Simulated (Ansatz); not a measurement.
Start from `I[Si](I)(I)I` and change one element to get `[I][Sn]([I])([I])[I]`.

Ansatz, PBE0-D4/def2-TZVP geometries, multiplicity 1. 

Elements past krypton have def2 core potentials.

```
                                      property  `I[Si](I)(I)I`
           HOMO–LUMO gap (PBE/def2-TZVPP) / eV            3.25
       HOMO–LUMO gap (ωB97M-V/def2-TZVPP) / eV            8.93
zero-point energy (PBE0-D4/def2-TZVP) / kJ/mol            10.8
           LUMO energy (B3LYP/def2-TZVPP) / eV           -2.82
size of the dipole moment (PBE/def2-TZVPP) / D            0.00
           HOMO energy (B3LYP/def2-TZVPP) / eV           -7.43
```

**Question.** Give the same properties after the change, and the shifts. (Best estimate.)

**Answer.** Computed: 
| property | `[I][Sn]([I])([I])[I]` | shift |
| --- | --- | --- |
| HOMO–LUMO gap (PBE/def2-TZVPP) / eV | 2.45 | -0.80 |
| HOMO–LUMO gap (ωB97M-V/def2-TZVPP) / eV | 8.10 | -0.83 |
| zero-point energy (PBE0-D4/def2-TZVP) / kJ/mol | 6.5 | -4.3 |
| LUMO energy (B3LYP/def2-TZVPP) / eV | -3.87 | -1.05 |
| size of the dipole moment (PBE/def2-TZVPP) / D | 0.00 | 0.00 |
| HOMO energy (B3LYP/def2-TZVPP) / eV | -7.65 | -0.22 |

With PBE0 the HOMO falls by 0.23 eV and the LUMO falls by 1.05 eV, so the gap narrows by about 0.82 eV. PBE moves the HOMO by -0.20 eV and ωB97M-V by -0.25 eV.

B3LYP here is the variant with VWN-RPA as its local correlation; programs differ in this.

Spin–orbit coupling is left out; it splits and shifts lone-pair levels of the heavy atoms by tenths of an eV.
